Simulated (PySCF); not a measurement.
A GIAO shielding run with PySCF 2.14.0 with density-fitted response routines (density fitting, non-relativistic, gas phase) on `C=C[Si]1(SC)CCC1`, C$_{6}$H$_{12}$SSi:

```
$ OMP_NUM_THREADS=1 python probes_run.py task.json out

{"job": {"kind": "nmr", "xc": "PBE0", "basis": "pcSseg-1"}, "charge": 0, "multiplicity": 1}
C     -0.058502     2.074783     1.399607
C      0.266579     1.712439     0.167836
Si     0.154461    -0.044775    -0.512112
S      2.167455    -0.835214    -0.607370
C      2.702590    -0.453608     1.089843
C     -0.917117    -0.328403    -2.061097
C     -2.014803    -0.971390    -1.194051
C     -1.251773    -1.175014     0.129506
H      0.052649     3.089207     1.751490
H     -0.458526     1.373180     2.113509
H      0.671560     2.461865    -0.502610
H      2.485258     0.585006     1.318093
H      2.190375    -1.110309     1.785546
H      3.771511    -0.631781     1.129123
H     -1.250154     0.545805    -2.611937
H     -0.491197    -1.028160    -2.774956
H     -2.410212    -1.895795    -1.611370
H     -2.843045    -0.278896    -1.053078
H     -0.961940    -2.214256     0.273201
H     -1.810316    -0.864006     1.008400
```

Hardware: 1 thread of an Intel Xeon, shared host. The job also computes population analyses, field gradients, ring-centre shieldings.

Q: How large is the calculation?

A: 78 electrons, 210 basis functions and 1132 auxiliary functions.

Q: How long does it take, and how much memory does it need?

A: 110 s of wall time, with 13 SCF cycles and 5 response iterations; peak memory 1 GiB. Times on a shared host scatter by some tens of per cent.
